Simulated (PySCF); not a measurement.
NbSFCl₂, SMILES [F][Nb]([Cl])(=[S])[Cl], multiplicity 1. The structure is a stationary point at PBE0-D3(BJ)/def2-SVP. The multiplicity is an assumed one; no other spin state was optimised. The structure was generated by enumeration; whether it is a known compound was not checked. The def2 effective core potentials stand for the cores of Nb; spin–orbit coupling is left out.

**Question.** Give the equilibrium geometry at PBE0-D3(BJ)/def2-SVP (PySCF confirms it by a frequency run) as bond lengths and angles, and its point group. (Estimate from the structure and the level; the computed values follow.)

**Answer.** point group Cs.
Atoms: Nb1 S2 F3 Cl4 Cl5. Bond lengths (Å): Nb1–S2 2.121, Nb1–F3 1.845, Nb1–Cl4 2.274, Nb1–Cl5 2.274. Bond angles (°): S2–Nb1–F3 108.0, S2–Nb1–Cl4 107.9, S2–Nb1–Cl5 107.9, F3–Nb1–Cl4 111.1, F3–Nb1–Cl5 111.1, Cl4–Nb1–Cl5 110.6.
